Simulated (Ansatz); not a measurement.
Reaction (substitution at a C–C bond): `CCCCCCl` + `NBCN` → `CNBCN` + `CCCCCl`

Program: Ansatz. Geometries: PBE0-D4/def2-TZVP. ΔE: electronic, gas phase. CBS: MP2 limit from def2 TZ/QZ plus the TZ coupled-cluster correction, frozen cores. Functionals use def2-TZVPP. B3LYP here is the variant with VWN-RPA as its local correlation; programs differ in this. Each species was taken in one conformer, which may not be the lowest.

Q: Is it downhill or uphill in electronic energy at CCSD(T)/CBS, and by how much? (An estimate is asked.)

A: Computed: Uphill: ΔE = +7.7 kcal/mol.

Q: What do these levels give: PBE-D4, PBE0-D4, B3LYP-D4, B2PLYP, PBE, r2SCAN, PBE0, CCSD(T)/def2-TZVPP, MP2/def2-QZVPP, SCS-MP2/def2-QZVPP, MP2/CBS(def2), CCSD/CBS(def2)? (An estimate is asked.)

A: Ansatz gave: PBE-D4 6.6, PBE0-D4 7.2, B3LYP-D4 6.6, B2PLYP 7.0, PBE 6.5, r2SCAN 7.3, PBE0 7.0, CCSD(T)/def2-TZVPP 7.4, MP2/def2-QZVPP 8.2, SCS-MP2/def2-QZVPP 7.6, MP2/CBS(def2) 8.3, CCSD/CBS(def2) 7.7 kcal/mol.

Largest T1 diagnostic among the species: 0.011.
